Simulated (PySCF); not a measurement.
Al(H)2(SH) (AlH3S), SMILES [AlH2][SH]. Heavy atoms are numbered as in [AlH2:1][SH:4]. Hydrogens are named by the atom that carries them.

Coordinates come from a PBE0-D3(BJ)/def2-TZVP optimisation.

Method: HF/def2-TZVPD in PySCF.

ESP charges are fitted to the potential on shells at 1.4 to 2.0 van der Waals radii. Atomic charges (e), one atom of each kind:

```tsv
atom	ESP fit	meta-Löwdin
Al1 (AlH2)	0.76	0.62
H on Al1	-0.24	-0.18
S4 (SH)	-0.42	-0.35
H on S4	0.16	0.09
```
